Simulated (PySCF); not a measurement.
BeO, SMILES [Be]=[O].

Geometry optimised at B3LYP-D3(BJ)/def2-TZVPD.

These are IEF-PCM-B3LYP/def2-TZVPD (PySCF 2.14.0) values and carry that method's errors.

The values are the electrostatic part of the solvation free energy, E(continuum) − E(gas) at the gas-phase geometry, in a cavity of scaled van der Waals radii (PySCF's table); cavitation and dispersion terms are not included. A continuum can't describe solvent molecules that bind to the metal. In vacuum the orbital gap is 2.85 eV. The dipole moment in vacuum is 6.43 D.

```
solvent                    ε  ΔG(elec) (kcal/mol)  dipole (D)  gap (eV)
---------------------  -----  -------------------  ----------  --------
water                  78.36                -33.6        8.59      4.90
ethylethanoate          5.99                  ___         ___       ___
N,N-dimethylformamide  37.22                -32.8        8.54      4.85
```

### Question
Fill in the missing entries. (The exact figures need the calculation; the answer reports its results.)

### Answer

- ethylethanoate, ΔG(elec) (kcal/mol): -25.6
- ethylethanoate, dipole (D): 8.13
- ethylethanoate, gap (eV): 4.40
